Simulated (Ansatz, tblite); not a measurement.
Removing and adding an electron: Ca6O8H4. Total charge 0; singlet. Geometry: r2SCAN-D4/def2-SVP. Ansatz, gas phase; energy differences of separate SCF runs; the oxidised species was run as a doublet alone; the reduced species was run as a doublet alone.

```xyz
18

Ca   -1.296    0.497    1.036
Ca   -0.300    0.069   -2.227
Ca   -0.848    2.903   -0.977
Ca    1.734    0.120    1.038
Ca   -3.260    1.002   -1.486
Ca   -0.975   -2.526   -0.484
O     3.766   -0.150    0.976
O     0.358   -2.151   -2.160
O     0.262    0.726    2.675
O    -0.021   -1.644    1.245
O     0.381    1.150   -0.432
O    -2.048   -0.761   -0.886
O    -1.618    1.756   -2.637
O    -2.493    2.118    0.158
H     1.189   -2.537   -2.460
H     4.721   -0.245    0.964
H     0.361    1.290    3.450
H     0.089   -1.616    2.206
```

The xTB rows come from tblite. HOMO above LUMO, or a gap near zero within one spin, warns that the state may not be the lowest or that an electron is smeared out.

| level | −HOMO (eV) | vertical IE (eV) | −LUMO (eV) | vertical EA (eV) | HOMO–LUMO gap (eV) | IE − EA (eV) |
| --- | --- | --- | --- | --- | --- | --- |
| GFN1-xTB | 6.86 | 9.14 | 4.50 | 2.87 | 2.37 | 6.27 |
| GFN2-xTB | 10.05 | 12.33 | 9.79 | 7.72 | 0.25 | 4.61 |

Estimate the rows for PBE-D4/def2-SVP, PBE0-D4/def2-SVP.


| level | −HOMO (eV) | vertical IE (eV) | −LUMO (eV) | vertical EA (eV) | HOMO–LUMO gap (eV) | IE − EA (eV) | remarks |
| --- | --- | --- | --- | --- | --- | --- | --- |
| PBE-D4/def2-SVP | 3.97 | 6.23 | 1.68 | 0.52 | 2.29 | 5.71 | HOMO above zero (-1 doublet), gap within one spin near zero (+1 doublet) |
| PBE0-D4/def2-SVP | 5.33 | 6.76 | 1.15 | 0.39 | 4.19 | 6.37 | HOMO above zero (-1 doublet) |

   A HOMO above zero means that the electron is unbound at that level or that self-interaction error raises the level; the energy of removing that electron tells which. Raw xTB energy differences between charge states are shifted by several eV; the methods need an empirical correction for them. Sets without diffuse functions give affinities that are too small.
